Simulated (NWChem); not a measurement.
# BeHOCl; SMILES [OH][Be][Cl]

```xyz
4

Be     0.0037     0.5854     0.0000
Cl     0.0073    -1.2321     0.0000
O      0.0605     1.9936     0.0000
H     -0.6233     2.6547     0.0000
```
Atoms are numbered in this order, from 1.

Computed with NWChem. Pople sets run with spherical d functions. Medium grid unless said otherwise, to which SCAN and Minnesota functionals are sensitive. The geometry was optimised at PBE0-D3(BJ)/def2-TZVP. Hybrids' shares of exact exchange are those that their runs print; pure functionals count as 0. The functionals differ in more than this share.

```csv
row,share of exact exchange,highest occupied level (eV)
PBE/6-31G*,0.00,-7.41
N12/6-31G*,0.00,-7.27
TPSSh/6-31G*,0.10,withheld
B3LYP/6-31G*,0.20,-8.65
PW6B95/6-31G*,0.28,-9.05
MN15/6-31G*,0.44,-9.72
```

**Question.** Fit a straight line of the last column on the one before it, predict the withheld value, and compare with the run.

**Answer.** 
1. Means of the 5 shown rows: x = 0.184, y = -8.420. Slope Σ(x − x̄)(y − ȳ)/Σ(x − x̄)² = -0.7944/0.1427 = -5.566; intercept -7.396.
2. The shown rows scatter about the line by 0.110 (root mean square); the largest residual is -0.14, at B3LYP/6-31G*.
3. At x = 0.10 (TPSSh/6-31G*; inside the shown range) the line gives -7.95.
4. The run gives -8.16, -0.21 from the line, 1.9 times the scatter.
